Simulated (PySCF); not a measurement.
La⁵³⁺ (lanthanum, charge +53): Hartree-Fock from Schrödinger to Dirac-Coulomb-Breit

Occupied: 1s1/2, 2s1/2. Hartree-Fock calculated with PySCF 2.14 in an even-tempered Gaussian basis (19 s from 11 bohr⁻², ratio 2.3; 15 p from 13 bohr⁻², ratio 2.3), Gaussian nucleus throughout. NR is non-relativistic, sf-X2C the spin-free one-electron X2C Hamiltonian, X2C adds the bare one-electron spin-orbit term, X2C-SNSO screens it by Boettger's factors, DC is four-component Dirac-Coulomb, and the Gaunt and Breit terms are added at first order (total energies over the DC spinors, levels after relaxing the spinors in that mean field). QED terms are absent. Levels marked empty are virtual spinors of this ion.

| Hamiltonian | E (hartree) |
| --- | --- |
| NR | -3972.3735 |
| sf-X2C | -4166.2886 |
| X2C | -4166.2886 |
| X2C-SNSO | -4166.2886 |
| DC | -4167.8325 |
| DC+Gaunt | -4164.6658 |
| DC+Breit | -4164.7314 |

```
   level (eV)        NR    sf-X2C       X2C  X2C-SNSO        DC  DC+Gaunt  DC+Breit
        1s1/2  -42637.3  -44576.7  -44576.7  -44576.7  -44613.9  -44537.9  -44538.7
        2s1/2  -10213.3  -10800.2  -10800.2  -10800.2  -10804.4  -10795.6  -10796.4
2p1/2 (empty)   -9891.0  -10114.0  -10448.3  -10435.4  -10439.3  -10423.1  -10425.4
2p3/2 (empty)   -9891.0  -10114.0   -9968.8   -9973.7   -9974.6   -9965.4   -9967.7
3s1/2 (empty)   -4373.8   -4570.8   -4570.8   -4570.8   -4571.9   -4569.5   -4569.9
```

Q: How large are the two-electron picture-change error of X2C and the Breit correction in the total energy?

A: X2C-1e lies 1.5438 hartree above Dirac-Coulomb; Gaunt adds 3.1666 and the full Breit term 3.1011 hartree.

```json
{"interval (eV)": "2p3/2 − 2p1/2", "X2C": "479.4", "X2C-SNSO": "461.6", "DC": "464.8", "DC+Gaunt": "457.7", "DC+Breit": "457.7"}
```

Weight of the small component: 1s1/2 0.0447, 2s1/2 0.0107, 2p1/2 0.0106, 2p3/2 0.0101, 3s1/2 0.00451.

Koopmans' value for the highest occupied level at DC+Breit: 10796.4 eV, against an ionisation energy of 10789 ± 5 eV (theoretical estimate listed by NIST; NIST Atomic Spectra Database, ionization energies); the former lacks relaxation, correlation, QED and recoil.

The whole ladder took 120 s of wall time on 1 thread of Neoverse-N1 (shared host), launched as `OMP_NUM_THREADS=1 python relrun2.py TASK.json OUT` (a driver that calls PySCF for each Hamiltonian).
